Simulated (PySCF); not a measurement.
CaO2, SMILES [O]1[O][Ca]1.

Geometry optimised at PBE0-D3(BJ)/def2-TZVP.

Two levels are set side by side: TDDFT-PBE/def2-TZVPD (PySCF) and TDDFT-LC-ωPBE/def2-TZVPD (PySCF). Vertical, same geometry. The lowest singlet is HOMO→LUMO 100 % with PBE and HOMO→LUMO 84 % with the other functional; states are paired by order. Differences are taken from unrounded values.

```csv
quantity,TDDFT-LC-ωPBE
lowest singlet excitation (eV),2.23
lowest triplet excitation (TDA) (eV),2.16
```

Question: What does TDDFT-PBE give, and how far is it from TDDFT-LC-ωPBE? (The exact figures need the calculation; the answer reports its results.)

Answer: 
```csv
quantity,TDDFT-PBE,TDDFT-PBE minus TDDFT-LC-ωPBE
lowest singlet excitation (eV),0.55,-1.68
lowest triplet excitation (TDA) (eV),0.49,-1.67
```

A lower first singlet is the usual sign of a functional without exact exchange. Differences between two approximate levels are no errors against the true value.

Rough cost on one machine, each run with all the roots and properties that it gave: TDDFT-LC-ωPBE against TDDFT-PBE about 5 times.
